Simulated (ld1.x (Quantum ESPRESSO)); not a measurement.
# manganese, TM: configuration errors across variants

Mn (Z = 25), norm-conserving Troullier–Martins (Kleinman–Bylander form), made with ld1.x (Quantum ESPRESSO) 7.5 (PBE, fully relativistic). Core [Ar], reference 3d5 4s1 4p0 (charge +1). Waves: 4p (bound, empty): rc 2.20 bohr; 3d (bound): rc 1.70 bohr; 4s (bound): rc 1.80 bohr. Local part: the s channel. Core correction: Bessel-smoothed model core inside 1.30 bohr.

Open shells are filled in proportion to 2j + 1 (rel_dist='average').

All-electron excitation energies from the reference (eV): (1) 3d5 4s0 4p0 15.599; (2) 3d4 4s0 4p0 48.118; (3) 3d5 4s0 4p1 4.740; (4) 3d4 4s2 4p0 4.771; (5) 3d6 4s0 4p0 -1.603; (6) 3d5 4s1 4p1 -4.559.

A true bound ghost makes a file unfit for plane-wave use even where its test errors are small: the radial tests pick states by their node count and pass the ghost by.

Errors AE − PS in meV (a dash: test not solved or not reliable):

| change | (1) | (2) | (3) | (4) | (5) | (6) | bound ghosts |
| --- | --- | --- | --- | --- | --- | --- | --- |
| base | -9.7 | -500 | -1.6 | -298 | -253 | -1.9 | p1/2 |
| wave 3d (bound): rc 1.70 bohr becomes 3d (bound): rc 1.42 bohr | -11 | – | -1.7 | – | -288 | -2.2 | p1/2 |
| wave 3d (bound): rc 1.70 bohr becomes 3d (bound): rc 1.76 bohr | -9.5 | -488 | -1.6 | -282 | -246 | -1.8 | p1/2 |
| wave 3d (bound): rc 1.70 bohr becomes 3d (bound): rc 1.88 bohr | -9.0 | -448 | -1.6 | -228 | -220 | -1.7 | p1/2 |
| wave 3d (bound): rc 1.70 bohr becomes 3d (bound): rc 2.28 bohr | -14 | -284 | -3.2 | -16 | -110 | -1.2 | p1/2 |
| wave 3d (bound): rc 1.70 bohr becomes 3d (bound): rc 2.44 bohr | -18 | -226 | -4.0 | +52 | -71 | -1.2 | p1/2 |

(1) Give the same row for: wave 3d (bound): rc 1.70 bohr becomes 3d (bound): rc 1.22 bohr.

Answers

(1) -12, -584, -1.8, -414, -304, -2.3; bound ghosts: p1/2.
